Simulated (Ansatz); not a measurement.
Consider the redistribution: `C[Te]/C=C/F` + `CB(C)O` → dimethyl telluride + `CB(O)/C=C/F`.

Gas-phase electronic energies from Ansatz, PBE0-D4/def2-TZVP geometries. CCSD(T)/CBS is the MP2 limit (def2-TZVPP, def2-QZVPP) plus CCSD(T) − MP2 in def2-TZVPP, frozen cores. Double bonds are as drawn, so ΔE can hold a change between cis and trans. Functionals use def2-TZVPP. def2 core potentials past Kr. For Te outer-core shells are correlated without core-valence functions, which leaves a few kJ/mol of doubt a bond. One conformer a species, not always the lowest.

**Question.** Is it downhill or uphill in electronic energy at CCSD(T)/CBS, and by how much? (Estimate.)

**Answer.** The calculation gave: Downhill: ΔE = -17.3 kJ/mol.

**Question.** What do these levels give: PBE-D4, r2SCAN-D4, PBE0-D4, ωB97M-V, B2PLYP, r2SCAN, MP2/def2-TZVPP, SCS-MP2/def2-TZVPP, CCSD(T)/def2-TZVPP, SCS-MP2/def2-QZVPP, MP2/CBS(def2), CCSD/CBS(def2)? (An estimate is asked.)

**Answer.** The calculation gave: PBE-D4 -17.0, r2SCAN-D4 -19.3, PBE0-D4 -18.1, ωB97M-V -17.7, B2PLYP -18.9, r2SCAN -19.3, MP2/def2-TZVPP -16.1, SCS-MP2/def2-TZVPP -17.1, CCSD(T)/def2-TZVPP -17.2, SCS-MP2/def2-QZVPP -17.0, MP2/CBS(def2) -16.3, CCSD/CBS(def2) -18.1 kJ/mol.

Largest T1 diagnostic among the species: 0.013.

In def2-TZVPP, CCSD(T) changes the Hartree–Fock value by +7.1 kJ/mol (the triples alone add +0.8 kJ/mol) and MP2 by +8.2 kJ/mol.
